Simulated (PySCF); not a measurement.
**The second ionisation energy along group 10**

All values are computed (PySCF 2.14, energy differences of UHF-based or UKS calculations, no spin-orbit coupling). Values in eV. The last column holds reference values (NIST; (s) semi-empirical, (t) theoretical, else measured). Unmarked ones compare directly (S terms, centres of terms, or small fine structure); those marked * lie between the lowest fine-structure levels and include a spin-orbit shift.

```csv
element,configurations,UHF,PBE,PBE0,MP2 (valence),SCS-MP2 (valence and next inner shell),CCSD(T) (valence),reference
"Ni (x2c-TZVPPall with one added diffuse shell each of s, p, d, f type, spin-free X2C)",[Ar] 3d9 → [Ar] 3d8,15.017,18.912,18.185,18.287,18.521,17.721,18.169 *
"Pd (x2c-TZVPPall with one added diffuse shell each of s, p, d, f type, spin-free X2C)",[Kr] 4d9 → [Kr] 4d8,17.433,19.833,19.526,19.421,19.339,19.222,19.43 ± 0.12 (s) *
"Pt (x2c-TZVPPall with one added diffuse shell each of s, p, d, f type, spin-free X2C)",[Xe] 4f14 5d9 → [Xe] 4f14 5d8,16.936,19.174,18.882,18.690,18.645,18.598,18.56 ± 0.12 *
```

"Valence" correlates the outer s and p shells and, in groups 3 to 12 and the f block, the outer d or f shell, open or full, or the next shell where the ion has no valence electron left; the wider scheme adds the next inner shell.
